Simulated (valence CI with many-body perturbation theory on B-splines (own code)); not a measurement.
**Missing levels of Sm⁴⁹⁺**

Level of theory: relativistic CI+MBPT: three valence electrons over a frozen Dirac-Fock core [Ne], a basis of 11 s, 11 p, 10 d, 8 f, 5 g, 2 h functions for each j, with the one-electron correlation potential Σ1, the two-electron term Σ2, the three-electron term Σ3, Breit, model QED; selected CI, second order for the rest, scaled by the run's own slope (own B-spline code, finite nucleus).

The last digits are not significant, and no measured levels were compared; by estimate large intervals hold to a few tenths of a per cent, small ones and those within an open d or f shell to about a per cent.

```tsv
Level	E (Ry)
(3s^2 3p1/2) J=1/2	0.000
(3s 3p1/2^2) J=1/2	9.274
(3s^2 3p3/2) J=3/2	11.585
(3s 3p1/2 3p3/2) J=3/2 [a]	?
(3s 3p1/2 3p3/2) J=5/2	?
(3s 3p1/2 3p3/2) J=3/2 [b]	21.538
(3s 3p1/2 3p3/2) J=1/2	22.146
(3s^2 3d3/2) J=3/2	?
(3s^2 3d5/2) J=5/2	27.309
(3p1/2^2 3p3/2) J=3/2	30.808
(3s 3p3/2^2) J=5/2	?
(3s 3p1/2 3d3/2) J=3/2 [a]	31.829
(3s 3p1/2 3d3/2) J=5/2	32.576
(3s 3p3/2^2) J=1/2	33.765
(3s 3p1/2 3d3/2) J=1/2	?
(3s 3p3/2^2) J=3/2	34.169
(3s 3p1/2 3d3/2) J=3/2 [b]	34.326
(3s 3p1/2 3d5/2) J=5/2 [a]	?
(3s 3p1/2 3d5/2) J=7/2	35.967
(3s 3p1/2 3d5/2) J=5/2 [b]	36.623
```

Levels are named by their leading jj configuration (3d3/2^4 stands for four electrons in 3d with j = 3/2), which in mixed levels can hold well under half, so a name can repeat and another be missing. Letters in brackets count levels of one name in rising energy.

(1) The levels stand in rising order. What does the calculation give for the missing energies?

Results:

(1) (3s 3p1/2 3p3/2) J=3/2 [a] 19.194; (3s 3p1/2 3p3/2) J=5/2 20.217; (3s^2 3d3/2) J=3/2 25.233; (3s 3p3/2^2) J=5/2 31.718; (3s 3p1/2 3d3/2) J=1/2 34.104; (3s 3p1/2 3d5/2) J=5/2 [a] 35.279.
